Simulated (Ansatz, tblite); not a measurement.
Cost and result up the ladder for the cluster Zn3 (the lowest singlet isomer of a short search) (3 atoms). Total charge 0; singlet. Geometry: PBE0/def2-TZVP.

```
atom   x (Å)   y (Å)   z (Å)
 Zn1  -0.035  -1.704   0.024
 Zn2  -0.850   0.853  -1.206
 Zn3   0.886   0.851   1.182
```

Ansatz on 4 threads of AMD EPYC 9B45 on a shared host; xTB runs through tblite on one thread. Times are rough, summed over both states, and most runs start from the orbitals of an earlier one. PBE0/def2-TZVP serves as the yardstick here, not as an exact answer. The other state is a doublet.

The xTB rows come from tblite. The structure comes from a short search, and lower isomers may exist.

Run but left out: PBE/def2-TZVP (charge +1 doublet: an occupied level 0.18 eV above an empty one).

Raw xTB energies of ions are shifted by several eV.

| level | functions | wall time | vertical IE (eV) | difference from PBE0/def2-TZVP (eV) |
| --- | --- | --- | --- | --- |
| GFN1-xTB | 12 | 0.002 s | 13.47 | 5.90 |
| GFN2-xTB | 12 | 0.002 s | 11.51 | 3.93 |
| PBE0/def2-TZVP | 144 | 3.5 s | 7.58 | 0.00 |
| r2SCAN/def2-TZVP (with forces) | 144 | 5 s | 7.67 | 0.10 |
